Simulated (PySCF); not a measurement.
Lowest triplet excitation (TDA) (eV) of eight silicon and germanium compounds: TDA-PBE beside TDA-ωB97X, computed with PySCF for isolated molecules in the bases named; differences from unrounded values. The eight are the first of their class met in an unordered collection, after screening for sound electronic states; none was chosen by its value. Each molecule has one DFT geometry for both levels.

| molecule | basis | TDA-ωB97X | TDA-PBE | difference |
|---|---|---|---|---|
| CH8FNSi2, SMILES C[SiH2][Si@@H](N)F | def2-SVPD | 6.10 | 5.45 | -0.65 |
| C₄H₉NSi, SMILES N(C)[Si@H](C#C)C | def2-SVPD | 5.04 | 4.34 | -0.70 |
| B(SiH3)3 (BH9Si3), SMILES [SiH3]B([SiH3])[SiH3] | def2-SVPD | 2.82 | 2.42 | -0.40 |
| C₃H₁₂Si₃, SMILES C=CC([SiH3])([SiH3])[SiH3] | def2-SVPD | 4.16 | 4.07 | -0.10 |
| C3H12Si3, SMILES [SiH2]1[C@H](C[SiH2]1)C[SiH3] | def2-SVPD | 5.74 | 4.95 | -0.79 |
| C4H12Si2, SMILES C1[SiH2][SiH2][C@@H]1CC | def2-SVPD | 5.80 | 5.09 | -0.71 |
| BH6NO2Si, SMILES B(N[SiH3])(O)O | def2-SVPD | 6.69 | 5.26 | -1.42 |
| CH8O3Si2, SMILES [SiH](O)(O)[C@@H]([SiH3])O | def2-SVPD | 6.74 | 5.13 | -1.61 |

TDA-PBE lies below TDA-ωB97X in 8 and above it in 0 of the eight; the mean signed difference is -0.80 and the largest -1.61 eV.
